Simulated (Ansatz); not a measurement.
Pulling on the Sb1–H2 bond in stibine (SMILES [SbH3]) (multiplicity 1 held, fragments rigid). Energies count from the point at 1.714 Å.
Geometry at that point (charge 0, multiplicity 1):
```xyz
4

Sb     0.0001    -0.0005     0.0536
H     -0.9037    -1.0834    -0.9198
H     -0.4976     1.3358    -0.8970
H      1.3945    -0.2254    -0.9172
```

Signs of static correlation in def2-TZVPP, with CASSCF(2,2), from Ansatz (an electronic-structure program) runs.

```tsv
R (Å)	T1 of restricted CCSD	⟨S²⟩ of UHF	largest double amplitude of restricted CCSD	weight of the CASSCF reference in MRCISD	CASSCF natural occupations
1.371	0.013	0.000	0.044	0.921	1.98 0.02
1.542	0.013	0.000	0.044	0.921	1.98 0.02
1.714	0.014	0.000	0.043	0.920	1.97 0.03
1.885	0.015	0.000	0.056	0.920	1.95 0.05
2.057	0.017	0.000	0.075	0.919	1.93 0.07
2.314	0.022	?	0.144	0.919	1.88 0.12
2.571	0.030	0.674	?	0.919	1.80 0.20
2.999	0.049	0.904	0.392	0.920	1.61 0.39
3.428	0.073	0.979	0.560	0.920	1.40 0.60
3.942	0.095	1.006	0.739	0.920	1.22 0.78
4.627	0.110	1.015	0.890	0.921	1.09 0.91
5.484	0.112	1.016	0.965	0.921	1.03 0.97
```

Problem. Complete the blanks.

Solution. 
- 2.314, ⟨S²⟩ of UHF: 0.327
- 2.571, largest double amplitude of restricted CCSD: 0.235

Doubts at one or more of the structures used: a restricted determinant that unrestricted orbitals would lower (R-CCSD(T)/def2-TZVPP); other coupled-cluster roots lie near (R-CCSD(T)/def2-TZVPP); T1 above 0.05 (R-CCSD(T)/def2-TZVPP, U-CCSD(T)/def2-TZVPP); a spin-contaminated determinant (U-CCSD(T)/def2-TZVPP).
